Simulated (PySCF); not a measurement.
C₂H₆BO₂, SMILES CO[B]OC, multiplicity 2.

The structure is a stationary point at ωB97X-D3(BJ)/def2-SVP. The isomer is the one that the SMILES or the coordinates give; other isomers of the formula were not compared. The values are those of a single conformer.

Two levels are set side by side: PBE/def2-TZVP (PySCF) and PBE0/def2-TZVP (PySCF). Same geometry, gas phase. Differences are taken from unrounded values.

```
quantity                     PBE0
---------------------------  ----
α-spin orbital gap (eV)      6.40
β-spin orbital gap (eV)      7.35
dipole moment (D)            1.81
mean polarisability (bohr³)  49.9
```

### Question
What does PBE give, and how far is it from PBE0? (The exact figures need the calculation; the answer reports its results.)

### Answer

```
quantity                      PBE  PBE minus PBE0
---------------------------  ----  --------------
α-spin orbital gap (eV)      4.15           -2.25
β-spin orbital gap (eV)      4.79           -2.56
dipole moment (D)            1.83            0.01
mean polarisability (bohr³)  52.8             2.9
```

Loosely held outer electrons make PBE densities more polarisable. Differences between two approximate levels are no errors against the true value.

Rough cost on one machine, each run with all the roots and properties that it gave: PBE0 against PBE within a factor of 2.
